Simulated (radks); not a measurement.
Task: Pm II, configuration [Xe] 4f5 5f1 (not the ground configuration). Method: scalar-relativistic Kohn-Sham, BLYP, spin-polarised, spherical densities, finite nucleus; open shells are filled with parallel spins first (spin-orbit coupling, left out, can overturn this in heavy ions); Fermi nuclear charge, rms radius 4.962 fm; computed with a radial shooting solver on a logarithmic mesh with Libxc functionals. Some entries of the table are withheld. Estimate them.

| orbital | occ. | eigenvalue (eV) | <1/r> (bohr^-1) |
|---|---|---|---|
| 1s down | 1 | -45032.29 | 67.42 |
| 1s up | 1 | -45032.29 | 67.42 |
| 2s up | 1 | -7329.188 | 15.59 |
| 2s down | 1 | -7329.168 | 15.59 |
| 2p up | 3 | -6546.989 | 14.67 |
| 2p down | 3 | -6546.976 | 14.67 |
| 3s up | 1 | -1605.307 | 5.692 |
| 3s down | 1 | -1603.883 | 5.696 |
| 3p up | 3 | -1359.663 | 5.373 |
| 3p down | 3 | -1358.247 | 5.377 |
| 3d up | 5 | -1022.585 | 5.100 |
| 3d down | 5 | -1021.489 | 5.103 |
| 4s up | 1 | -327.6214 | 2.386 |
| 4s down | 1 | -323.8338 | 2.387 |
| 4p up | 3 | -247.0360 | 2.197 |
| 4p down | 3 | -243.2494 | 2.197 |
| 4d up | 5 | -133.2084 | 1.923 |
| 4d down | 5 | -129.4471 | 1.922 |
| 5s up | 1 | -52.1257 | (1) |
| 5s down | 1 | -49.9314 | (2) |
| 5p up | 3 | -32.6557 | 0.7807 |
| 5p down | 3 | -30.9851 | 0.7642 |
| 4f up | 5 | -12.5617 | 1.322 |
| 4f down | 0 | -9.3833 | 1.272 |
| 5f up | 1 | -2.4429 | (3) |

Result: 
(1) 5s up <1/r> (bohr^-1): 0.9247
(2) 5s down <1/r> (bohr^-1): 0.9109
(3) 5f up <1/r> (bohr^-1): 0.1343
